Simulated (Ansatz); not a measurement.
FeBr₂, relaxed as a quintet with UKS PBE-D4/def2-TZVP in Ansatz, starting from the GFN2-xTB geometry. Force threshold 0.02 eV/Å.

Start:

```xyz
3

Fe   -0.3169   -0.5005   -0.2231
Br    1.2915   -0.9475    1.1894
Br   -0.9746    1.4481   -0.9663
```

```tsv
step	energy (eV)	largest force component (eV/Å)	SCF passes
1	-174455.8114	1.144	22
2	-174455.9675	0.230	29
3	-174456.0662	0.304	32
4	-174456.1210	0.240	32
5	-174456.1372	0.213	29
6	-174456.1411	0.006	24
```

Force components are those of the run's own axes.

End:

```xyz
3

Fe   -0.001   -0.001    0.000
Br    1.306   -1.379    1.242
Br   -1.305    1.380   -1.241
```

By distances, no bond broke or formed. The bond that changes most is Fe1–Br3, from 2.19 to 2.27 Å (atoms count from 1).

No frequencies were taken in this run, so the end may be a saddle point.

It took 18 s on 2 threads of Intel Xeon Platinum 8375C on a shared host.
